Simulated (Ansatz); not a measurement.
Geometry optimisation, RKS B3LYP-D4/cc-pVDZ (Ansatz).

The input (input.yaml):

```yaml
crystal:
  periodic: [false, false, false]
  atoms:
    - { symbol: Al, position_ang: [0.0219, -1.6042, 0.4469] }
    - { symbol: O, position_ang: [0.8582, -0.524, -1.2483] }
    - { symbol: H, position_ang: [-0.9365, -2.7134, -0.0372] }
    - { symbol: H, position_ang: [1.1491, -1.9717, 1.4323] }
    - { symbol: H, position_ang: [-0.5049, 1.2205, 0.0669] }
    - { symbol: "N", position_ang: [-0.8681, 0.3634, 1.0311] }
    - { symbol: H, position_ang: [0.4857, 0.6959, -1.219] }
    - { symbol: O, position_ang: [0.0559, 1.8507, -0.8938] }
    - { symbol: H, position_ang: [1.2544, -0.7558, -2.0809] }
    - { symbol: H, position_ang: [-0.4571, 0.732, 1.8819] }
    - { symbol: H, position_ang: [-1.8745, 0.4249, 1.1175] }
    - { symbol: H, position_ang: [0.8158, 2.2817, -0.4976] }
basis:
  gaussian: { orbitals: cc-pVDZ }
hamiltonian:
  xc: b3lyp
  dispersion: d4
relax:
  f_tol: 0.15
  max_steps: 25
  restrain:
    - { distance: [0, 5], at: 1.92, k: 30.0 }
    - { distance: [4, 7], at: 0.97, k: 30.0 }
    - { distance: [6, 1], at: 0.97, k: 30.0 }
    - { distance: [0, 1], at: 3.17, k: 30.0 }
    - { distance: [4, 5], at: 2.32, k: 30.0 }
    - { distance: [6, 7], at: 2.27, k: 30.0 }
```

Launched with:

```bash
$ ansatz run input.yaml --threads 2 --pin off --max-ram 3072MiB --backend cpu --events-out ev --progress --plain --runs-dir out
```

Problem. Where does it end, and by what steps?

Solution. The run converged. The restraints hold the end off the free minimum. After 12 steps the energy has risen by 0.180 eV (the restraints' own energy left out); H7 moved furthest, 0.80 Å. Joined: O2–H7 (1.28 → 0.97 Å), H5–O8 (1.28 → 0.97 Å).

| step | energy less start (eV) | largest force component (eV/Å) | accepted |
| --- | --- | --- | --- |
| 0 | 0.0000 | 2.878 | yes |
| 1 | 0.3150 | 4.575 | yes |
| 2 | 0.7317 | 6.567 | yes |
| 3 | 0.6134 | 3.279 | yes |
| 4 | 0.4204 | 1.277 | yes |
| 5 | 0.2551 | 1.194 | yes |
| 6 | 0.2198 | 1.231 | yes |
| 7 | 0.2065 | 0.981 | yes |
| 8 | 0.1895 | 1.121 | yes |
| 9 | 0.2412 | 1.265 | no |
| 10 | 0.1920 | 1.113 | no |
| 11 | 0.1859 | 1.102 | yes |
| 12 | 0.1796 | 1.094 | yes |

```xyz
12
Properties=species:S:1:pos:R:3
Al -0.131 -1.542 0.877
O 1.345 -0.539 -1.724
H -0.919 -2.520 -0.092
H 1.251 -1.808 1.596
H -0.429 1.629 -0.176
N -1.030 0.032 1.383
H 0.995 0.368 -1.743
O 0.039 2.193 -0.817
H 0.852 -0.984 -2.432
H -0.764 0.552 2.217
H -2.030 0.145 1.225
H 0.819 2.474 -0.315
```

Run time: 27 s on 2 threads of Arm Neoverse V2 (shared host), peak memory 0.2 GiB.
